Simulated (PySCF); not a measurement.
# Computed structure and properties of [Eu(H2O)2]3+

System: [Eu(H2O)2]3+ (singlet in the valence; each metal's 4f electrons, 6 of them, lie in its core potential, out of spins and levels); start: displaced along the imaginary mode (C1). Method: PySCF 2.14.0, RKS PBE0, Eu lcecp-1-SVP with ECP52, O def2-SVP, H def2-SVP; non-relativistic Hamiltonian with scalar-relativistic core potentials where named; density fitting; no spin-orbit coupling.

Input of the relaxation:

```python
mol = gto.M(atom='''
Eu    -0.01338    -0.04222    -0.00000
O      0.05463     0.17257     2.29114
H      0.61071     0.77452     2.85653
H     -0.47980    -0.31598     2.97501
O      0.05476     0.17261    -2.29114
H      0.62673    -0.31091    -2.94650
H     -0.46378     0.77960    -2.88504''',
    basis={'Eu': 'lcecp-1-SVP', 'O': 'def2-SVP', 'H': 'def2-SVP'},
    ecp={'Eu': 'lcecp-1-SVP'},
    charge=3, spin=0)
mf = dft.RKS(mol, xc='PBE0')
mf.grids.atom_grid = (50, 194)  # f atoms: unpruned, at least (60, 302)
mf = mf.density_fit()  # fitting sets: Eu AutoAux, O def2-universal-JKFIT, H def2-universal-JKFIT
mf.conv_tol = 1e-08; mf.max_cycle = 55
mf.kernel(dm0)  # dm0: converged density of the start geometry
# quasi-Newton relaxation in Cartesian coordinates to a largest gradient under 0.00045 Eh/bohr, steps kept in the point group
```

Run from Python with OMP_NUM_THREADS=2; the lines above give its settings. Where DIIS fails, smearing, a level shift and second-order steps follow.
It took 75 s on 2 threads of Intel(R) Xeon(R) Platinum 8488C (Sapphire Rapids), on a shared host, from the converged density of the start.

Course of the relaxation:

```
step  energy above end (eV)  largest force component within the symmetry (eV/Å)
   0                 0.2054                                               0.118
   1                 0.2025                                               0.070
   2                 0.2000                                               0.191
   3                 0.1957                                               0.147
   4                 0.1903                                               0.176
   5                 0.1824                                               0.212
   6                 0.1708                                               0.256
   7                 0.1534                                               0.354
  20                 0.0018                                               0.221
  21                 0.0006                                               0.084
  22                 0.0004                                               0.039
  23                 0.0002                                               0.033
  24                 0.0001                                               0.024
  25                 0.0000                                               0.012
```
(The steps between are left out.)

Relaxed geometry (C1):

```xyz
7

Eu   -0.3584   -1.0582   -0.0134
O     0.0025    0.1557    1.8478
H     0.4458    1.0386    1.9442
H    -0.2309   -0.0732    2.7864
O     0.0988    0.1706   -1.8456
H     0.6314   -0.0926   -2.6424
H    -0.1994    1.0893   -2.0770
```

| contact | Å |
| --- | --- |
| Eu1–O2 (H2O) | 2.251 |
| Eu1–O5 (H2O) | 2.253 |

On the finer grid (75, 302):

```yaml
HOMO: -26.44 eV
LUMO: -18.54 eV
Dipole_about_the_centre_of_mass: 2.99 D
Set_of_Mulliken_populations_of_Eu1_outside_the_core_potential: s 2.08, p 6.10, d 0.54, f 0.04
D3_BJ_dispersion_energy_not_in_the_energies: -0.078 eV
```

```
atom  Mulliken (e)  Löwdin (e)  spin (e)
 Eu1          2.24        2.03      0.00
  O2         -0.32        0.04      0.00
  H3          0.35        0.22      0.00
  H4          0.35        0.23      0.00
  O5         -0.32        0.03      0.00
  H6          0.35        0.23      0.00
  H7          0.35        0.22      0.00
```

The 4f levels lie in the core potential and are missing. Their spin isn't counted.

On the grid (50, 194), as all that follows. Harmonic modes: a minimum within the noise of the softest modes; lowest 28 cm⁻¹ (negative: unstable), highest 3536 cm⁻¹, zero-point energy 1.316 eV.

Taking off one H2O (charge 0, singlet; the rest: singlet) in vacuum, both parts rigid, costs 4.27 eV; the small basis without counterpoise inflates it. Parting with an electron moved from the ligand to the metal can be far cheaper, even downhill.

Rigid scan of H2O along the line from its metal:

```json
{"distance to O2 (Å)": "1.95", "energy (eV)": "0.788"}
{"distance to O2 (Å)": "2.05", "energy (eV)": "0.299"}
{"distance to O2 (Å)": "2.15", "energy (eV)": "0.064"}
{"distance to O2 (Å)": "2.25", "energy (eV)": "0.000"}
{"distance to O2 (Å)": "2.35", "energy (eV)": "0.049"}
{"distance to O2 (Å)": "2.45", "energy (eV)": "0.170"}
{"distance to O2 (Å)": "2.65", "energy (eV)": "0.525"}
```

One start shape was tried, so this needn't be the lowest isomer.

An lcecp potential fixes the number of 4f electrons, so in runs with it no electron can move into or out of that shell.
